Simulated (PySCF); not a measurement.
CH4OSe2, SMILES [SeH][Se]OC.

The structure is a stationary point at PBE0-D3(BJ)/def2-SVP. This is a generated structure with no PubChem entry under its InChIKey; it may be hypothetical. One conformer was computed; it need not be the lowest.

Method: TDDFT-CAM-B3LYP/def2-SVPD in PySCF.

Vertical excitations. Isolated molecule, no solvent.

```tsv
state	energy (eV)	λ (nm)	f	main pairs
S1	3.94	314	0.007	HOMO→LUMO 86 %
S2	4.23	293	0.001	HOMO→LUMO+1 89 %
S3	4.53	274	0.004	HOMO−1→LUMO 94 %
S4	5.54	224	0.000	HOMO−1→LUMO+1 65 %, HOMO−2→LUMO 30 %
S5	5.71	217	0.003	HOMO−2→LUMO+1 77 %
S6	5.78	215	0.006	HOMO→LUMO+2 58 %, HOMO−1→LUMO+2 30 %
S7	5.83	213	0.015	HOMO−1→LUMO+2 48 %, HOMO→LUMO+2 27 %, HOMO−2→LUMO+1 15 %
S8	6.36	195	0.227	HOMO−2→LUMO 56 %, HOMO−1→LUMO+1 22 %
S9	6.93	179	0.041	HOMO→LUMO+3 86 %
S10	7.27	171	0.072	HOMO→LUMO+4 70 %, HOMO→LUMO+6 12 %
T1	3.32	373	0	HOMO→LUMO 87 %
T2	3.43	362	0	HOMO→LUMO+1 88 %
T3	3.94	315	0	HOMO−1→LUMO 93 %
T4	4.91	253	0	HOMO−2→LUMO 65 %, HOMO−1→LUMO+1 12 %
```
Triplets are in the Tamm–Dancoff approximation, which puts them higher than full response would, so one can lie above its singlet here.
